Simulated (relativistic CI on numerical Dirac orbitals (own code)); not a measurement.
## C II: q coefficients

Calculated at this level of theory: Dirac-Coulomb-Breit CI, orbitals from a KLI potential per configuration, valence Slater integrals scaled by 0.85, P86 correlation energy added to each configuration, derivatives by finite differences, QED left out (own radial code, finite nucleus).

Configurations in the expansion (outside the closed core 1s2): 2s²2p, 2s2p², 2s²3s, 2s²3p, 2p³, 2s²3d, 2s²4s, 2s²4p. Levels of other configurations are missing.

With x = (α/α₀)² − 1 an excitation energy changes as ω = ω₀ + qx; K = 2q/ω₀ is the relative enhancement. Terms are leading LS components, so labels can repeat.

Lowest level 2s²2p ²P°1/2.

```tsv
Level	ω₀ (cm⁻¹)	q (cm⁻¹)	K
2s²2p ²P°3/2	59.5	59.47	2
2s2p² ⁴P1/2	41931.2	128.5	0.00613
2s2p² ⁴P3/2	41952.4	149.7	0.00714
2s2p² ⁴P5/2	41979.0	176.3	0.0084
2s2p² ²D5/2	77593.2	162.4	0.00419
2s2p² ²D3/2	77596.2	165.3	0.00426
2s2p² ²S1/2	96620.9	171.4	0.00355
2s2p² ²P1/2	112918.9	158.3	0.0028
2s2p² ²P3/2	112955.1	194.5	0.00344
2s²3s ²S1/2	124874.7	-27.51	-0.000441
2s²3p ²P°1/2	141516.7	-15.87	-0.000224
2s²3p ²P°3/2	141527.4	-5.13	-7.25e-05
2p³ ⁴S°3/2	142371.3	307.7	0.00432
2s²3d ²D3/2	154564.0	-7.893	-0.000102
2s²3d ²D5/2	154564.7	-7.172	-9.28e-05
2p³ ²D°5/2	161047.3	301.3	0.00374
2p³ ²D°3/2	161056.1	310.1	0.00385
2s²4s ²S1/2	166678.2	-17.46	-0.000209
2s²4p ²P°1/2	172775.1	-12.02	-0.000139
2s²4p ²P°3/2	172778.6	-8.473	-9.81e-05
2p³ ²P°1/2	179890.7	304.4	0.00338
2p³ ²P°3/2	179893.6	307.5	0.00342
```

For a near-neutral ion this model can misplace configurations by up to about 10,000 cm⁻¹ (more where the count of f electrons changes) and terms by 10 to 25 % of their spread. Rates follow the energies as ν³ (E1, M1) or ν⁵ (E2), so they and the lifetimes can be off by large factors. The fine structure of a lone outer electron comes out too small, for d and f at times inverted, and misplaced configurations move strength between like terms.
